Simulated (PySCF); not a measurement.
GaF₃, SMILES [F][Ga]([F])[F].

Geometry optimised at PBE0-D3(BJ)/def2-SVP. The isomer is the one that the SMILES or the coordinates give; other isomers of the formula were not compared.

Computed with PySCF with TDA-M06-2X/def2-SVPD.

Vertical excitations; the highest root listed may be one member of a degenerate set. Gas-phase values at a fixed geometry. State labels are in the subgroup C2v.

Computed lowest excited states:
```csv
state,symmetry,energy (eV),λ (nm),f,main pairs
S1,B1,8.19,151,0.000,HOMO→LUMO 92 %
S2,A2,8.33,149,0.000,HOMO−3→LUMO (degenerate set)
S3,B2,8.33,149,0.000,HOMO−4→LUMO (degenerate set)
S4,A1,8.49,146,0.078,HOMO−1→LUMO (degenerate set)
S5,B1,8.49,146,0.078,HOMO−2→LUMO (degenerate set)
S6,B2,9.20,135,0.115,HOMO−5→LUMO 91 %
S7,A2,9.56,130,0.000,HOMO→LUMO+1 97 %
S8,A2,9.61,129,0.000,HOMO−2→LUMO+1 (degenerate set)
S9,B2,9.61,129,0.000,HOMO−1→LUMO+1 (degenerate set)
S10,B1,9.71,128,0.003,"HOMO−6→LUMO 53 %, HOMO−3→LUMO+1 41 %"
T1,B1,7.81,159,0,HOMO→LUMO 89 %
T2,B1,7.84,158,0,HOMO−2→LUMO (degenerate set)
T3,A1,7.84,158,0,HOMO−1→LUMO (degenerate set)
T4,A2,7.94,156,0,HOMO−3→LUMO 88 %
```
Triplets are in the Tamm–Dancoff approximation.
